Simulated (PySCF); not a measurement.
ISn, neutral, multiplicity 2. Atoms are numbered in the order given.

```xyz
2

Sn     0.0000     0.0000    -1.3973
I      0.0000     0.0000     1.3182
```
Charge 0, spin multiplicity 2.

Coordinates come from a PBE0-D3(BJ)/def2-TZVP optimisation. The spin state was assumed, not searched. The def2 effective core potentials stand for the cores of I, Sn; spin–orbit coupling is left out.

Level of theory: M06-2X/def2-TZVPD in PySCF.

```yaml
total_energy: -511.90600 hartree
point_group: C∞v
"α spin, highest occupied and lowest empty level": -5.96 and -2.37 eV
"β spin, highest occupied and lowest empty level": -8.61 and -2.19 eV
dipole_moment: 2.71 D
"⟨S²⟩": 0.758 (pure state 0.75)
```
